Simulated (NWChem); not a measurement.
Molecule: C2H4FNSi; SMILES N#C[C@@H](F)[SiH3]

Program: NWChem. Each level has its own optimisation; frequencies are unscaled.

```csv
level,r C–N (Å),r C–C (Å),r C–F (Å),r C–Si (Å),highest harmonic frequency (cm⁻¹),lowest (cm⁻¹),zero-point energy (kcal/mol),dipole (D)
B3LYP/3-21G,1.164,1.450,1.445,1.949,3069,150,33.3,3.18
Hartree-Fock/STO-3G,1.155,1.504,1.395,1.905,3561,114,40.8,3.32
PBE0/def2-SVP,1.158,1.459,1.378,1.928,3073,132,33.5,3.38
```
